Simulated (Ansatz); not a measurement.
`[AlH2][BH][GeH3]` + `O[SiH](O)[SiH3]` → `O[SiH]([SiH3])[GeH3]` + `O[BH][AlH2]`  (redistribution)

Program: Ansatz. Geometries: PBE0-D4/def2-TZVP. ΔE: electronic, gas phase. CCSD(T)/CBS adds triple-zeta CCSD(T) − MP2 to the extrapolated MP2 energy (def2 sets, frozen cores). This one scheme is used for every species. DFT in def2-TZVPP. B3LYP here is the variant with VWN-RPA as its local correlation; programs differ in this. For Ge outer-core shells are correlated without core-valence functions, which leaves a few kJ/mol of doubt a bond. Scalar relativity is left out up to krypton. One conformer a species, not always the lowest.

```tsv
level	ΔE (kJ/mol)	difference from CCSD(T)/CBS
PBE-D4	-51.1	-16.6
B3LYP-D4	-43.3	-8.8
B2PLYP	-38.9	-4.4
r2SCAN	-38.0	-3.5
PBE0	-45.1	-10.6
HF/def2-TZVPP	-25.0	9.5
CCSD/def2-TZVPP	-33.4	1.1
CCSD(T)/def2-TZVPP	-36.1	-1.6
MP2/def2-QZVPP	-35.0	-0.5
HF/CBS(def2)	-24.5	10.0
CCSD(T)/CBS	-34.5	0
```

Largest T1 diagnostic among the species: 0.014.

From PBE to PBE0 (25 % exact exchange), in def2-TZVPP and without D4, ΔE moves by +4.9 kJ/mol. In def2-TZVPP, CCSD(T) changes the Hartree–Fock value by −11.1 kJ/mol (the triples alone add −2.7 kJ/mol) and MP2 by −11.0 kJ/mol.
